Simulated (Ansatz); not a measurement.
`C[NH][GaH][CH3]` + `[F][SnH2][SH]` → `C[NH][GaH][SH]` + `[CH3][SnH2][F]`  (redistribution)

Calculated with Ansatz (gas phase, PBE0-D4/def2-TZVP geometries, no zero-point term in ΔE). CBS: MP2 limit from def2 TZ/QZ plus the TZ coupled-cluster correction, frozen cores. DFT in def2-TZVPP. Elements past krypton have def2 core potentials. For Ga, Sn outer-core shells are correlated without core-valence functions, which leaves a few kJ/mol of doubt a bond. Scalar relativity is left out up to krypton. Each species was taken in one conformer, which may not be the lowest.

```tsv
level	ΔE (kJ/mol)
ωB97X-V	-27.1
CCSD/def2-SVP	-28.0
MP2/def2-TZVPP	-29.9
CCSD/def2-TZVPP	-30.5
```

What does CCSD(T)/CBS give? (Estimate.)

Computed: -26.1 kJ/mol. The listed levels differ from it by -1.0, -1.9, -3.8, -4.4 kJ/mol.

Largest T1 diagnostic among the species: 0.013.

From BLYP to BHLYP (50 % exact exchange), in def2-TZVPP and without D4, ΔE moves by −5.5 kJ/mol. In def2-TZVPP, CCSD(T) changes the Hartree–Fock value by +3.7 kJ/mol (the triples alone add +0.7 kJ/mol) and MP2 by +3.6 kJ/mol. Leaving LDA and LC-ωPBE aside and taking each functional with its dispersion term where it has one, the values, not all of them listed here, spread over 6.9 kJ/mol, from PBE-QIDH to BLYP-D4.
